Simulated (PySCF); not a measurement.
The numbers are results of B3LYP-D3(BJ)/def2-TZVP // PBE0-D4/def2-TZVP run with PySCF, not measurements. All species are isolated molecules in the gas phase. One relaxed conformer stands for a flexible species; it need not be the lowest. B3LYP has the VWN-RPA correlation part, as in Gaussian. Delta-SCF ions had no search for a lower state. 

Reference species (SMILES): `B[SiH2]Cl` (neutral, multiplicity 1).

| Item | Result |
|---|---|
| LUMO | -2.89 eV |
| vertical ionisation energy (Delta-SCF) | 10.42 eV |
| HOMO | -8.07 eV |

After one change: the LUMO increases by 2.32 eV; the vertical ionisation energy (Delta-SCF) decreases by 0.75 eV; the HOMO increases by 0.87 eV.

**Question.** Which change was made? The new species is one of these.
A) `Cl[SiH2][SeH]` (Cl–Si–Se–H torsion 72°)
B) `CC(=O)[SiH2]Cl` (O–C–Si–Cl torsion 180°)
C) `S[SiH2]Cl` (H–S–Si–Cl torsion 70°)
D) `Cl[SiH2][GeH3]`

**Answer.** A, `Cl[SiH2][SeH]` (Cl–Si–Se–H torsion 72°)
